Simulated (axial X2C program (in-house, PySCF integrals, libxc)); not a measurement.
# Low determinants of RuH⁻ at the PBE0 level, 2c

Calculated with an in-house relativistic program for diatomic molecules. Two-component (2c) means X2C with spin–orbit coupling and atomic mean-field two-electron Coulomb and Gaunt terms. Basis: Ru dyall-acv3z [13s13p9d5f3g], H dyall-av3z [7s3p2d] (cores contracted in-house); Gaussian nuclei, density fitting, unrestricted open shells. Masses: Ru 101.904 u, H 1.008 u.

Search at 1.570 Å (vertical energies from the lowest determinant):

| ΔE (eV) | state | electrons beyond evenly filled partner blocks | electrons in ±ω = 1/2, 3/2, 5/2, 7/2 |
| --- | --- | --- | --- |
| 0.00 | Ω = 1 | ω = -3/2, ω = 5/2 | 30 13 3 0 |
| 0.12 | Ω = 4 | ω = 3/2, ω = 5/2 | 30 13 3 0 |
| 0.36 | Ω = 2 | ω = -1/2, ω = 5/2 | 29 14 3 0 |
| 0.38 | Ω = 2 | 2 × ω = 1/2, ω = -3/2, ω = 5/2 | 30 13 3 0 |
| 0.44 | Ω = 2 | ω = 1/2, ω = 3/2 | 29 13 4 0 |
| 0.50 | Ω = 3 | ω = 1/2, ω = 5/2 | 29 14 3 0 |
| 0.77 | Ω = 3 | ω = 1/2, ω = 5/2 | 31 12 3 0 |

Lowest determinant, Ω = 1 (⟨Sz⟩ = 0.99, ⟨Lz⟩ = 0.01 at PBE0): Re = 1.586 Å, ωe = 1857.4 cm⁻¹.

The determinant in row 2 of the search, Ω = 4 (⟨Sz⟩ = 0.99, ⟨Lz⟩ = 3.01 at PBE0), was followed along the bond at PBE0; measured from the minimum of the lowest determinant it gives:

Te = 0.113 eV (910 cm⁻¹), Re = 1.609 Å, ωe = 1803.7 cm⁻¹.

Question: Compare the bond of the determinant in row 2 with that of the lowest one.

Answer: At PBE0 its Re is 0.023 Å longer and its force constant, which goes as ωe², is 0.94 times that of the lowest determinant. T0 ≈ Te + Δωe/2 = 910 + (-27) = 883 cm⁻¹.

The search compares states at one distance, so a state with another bond length can lie lower; it is not exhaustive and yields mostly the lowest determinant of each block pattern, so other components and higher states of one pattern are missing. These are energies of single determinants, not of spin-adapted states; PBE0 term energies can be off by some tenths of an eV, and the functional has no current term. Open-shell Ω = 0 determinants with evenly filled partner blocks cannot be reached by this program, so the Ω shown need not be the lowest component. The lowest determinant need not be the ground state where others lie within half an eV. For an anion, determinants above electron detachment are held by the basis set. The highest occupied level of some functionals is positive through self-interaction error; at Hartree–Fock it is bound. Row 1 has a positive highest level at its minimum. Row 2 has a positive highest level at its minimum.
